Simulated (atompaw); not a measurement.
# What one change does to a pseudopotential (lithium (Li), PAW (atompaw))

atompaw 4.2.0.5 input, output lines left out:

```
Li 3
LDA-PW scalarrelativistic loggrid 1500 logderivrange -6 5 276
2 2 0 0 0 0
2 0 1
2 1 0
0 0 0
v
v
v
1
3.00 2.25 2.50 2.60
n
y
2.1
n
custom rrkj vanderbiltortho sinc
2 1 troulliermartins
0.55
1.00
3.00
3.00
```

Change: augmentation sinc compensation charge, radius 2.25 bohr; PAW radius 3.00 bohr; waves and projectors: modrrkj vanderbiltortho.

Cutoffs: the cutoffs (Ry, on a coarse ladder) from which the occupation-weighted sum of valence levels, in a spherical-Bessel basis at the reference potential, stays within 10 and 1 mRy of its value at 400 Ry; they do not see the model core or the augmentation charge, which bear on the density cutoff.

Task: What does the change do?

Result: The potential gets softer (140 Ry and 180 Ry → 120 Ry and 160 Ry); the range in which the s phases agree widens (upper end 3.0 → at the end of the scan); neither file shows a bound ghost.

```tsv
quantity	base	changed
cutoff, loose	140 Ry	120 Ry
cutoff, tight	180 Ry	160 Ry
bound ghosts	none	none
s: phases at 3.00 bohr within 0.05 rad from the reference energy up to (Ry; the scan ends near 5)	3.0	to the end of the scan
p: phases at 3.00 bohr within 0.05 rad from the reference energy up to (Ry; the scan ends near 5)	2.4	2.0
lowest overlap eigenvalue by channel	s 0.84, p 0.91	s 0.51, p 1.00
```

 The cutoffs see the waves, projectors and local potential, not the compensation charge or the core.
